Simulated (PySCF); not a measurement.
3,3,3-trifluoro-2-methylprop-1-ene (C4H5F3), SMILES C=C(C)C(F)(F)F.

Coordinates come from a PBE0-D3(BJ)/def2-SVP optimisation.

Two levels are set side by side: TDA-PBE/def2-SVPD (PySCF) and TDA-B3LYP/def2-SVPD (PySCF). Vertical, same geometry. The lowest singlet is HOMO→LUMO+1 100 % with PBE and HOMO→LUMO+1 99 % with the other functional; states are paired by order. Differences are taken from unrounded values.

```csv
quantity,TDA-B3LYP,TDA-PBE,TDA-PBE minus TDA-B3LYP
lowest singlet excitation (eV),7.42,7.07,-0.35
lowest triplet excitation (TDA) (eV),4.33,4.37,0.03
first bright state (f over 0.05) (eV),7.76,7.58,-0.18
its oscillator strength,0.53,0.45,-0.08
```

A lower first singlet is the usual sign of a functional without exact exchange. Differences between two approximate levels are no errors against the true value.

Rough cost on one machine, each run with all the roots and properties that it gave: TDA-B3LYP against TDA-PBE about 2 times.
